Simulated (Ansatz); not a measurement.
Coupled-cluster diagnostics for (BeO)4 ring (Be₄O₄), Ansatz.

Geometry of the singlet (B3LYP-D4/def2-SVP):

```tsv
atom	x (Å)	y (Å)	z (Å)
Be1	-1.1353	0.2633	-1.2585
Be2	-0.4583	-1.6515	0.0677
Be3	1.1353	-0.2633	1.2585
Be4	0.4583	1.6515	-0.0677
O5	-1.3134	-1.1442	-0.9816
O6	0.5579	-1.5782	1.0931
O7	1.3136	1.1441	0.9814
O8	-0.5581	1.5782	-1.0929
```

Correlated methods freeze 4 core orbitals.

(1) Estimate the CCSD(T) correlation energy, the shares of MP2 and (T), T1 and the reference's ⟨S²⟩ for: charge 0, singlet, own geometry in def2-SVP; and the rough time on 2 threads of AMD EPYC 7R43 on a shared host.

Answers

(1) 
```csv
state,basis,correlation (eV),MP2 share (%),(T) share (%),T1,⟨S²⟩ (pure),wall time
"charge 0, singlet, own geometry",def2-SVP,-23.632,97.6,2.2,0.015,0.00 (0.00),13 s
```
Customary marks for T1 are 0.02 (closed shells), 0.045 (open shells) and about 0.05 (3d metals). T1 stays under 0.02 throughout.
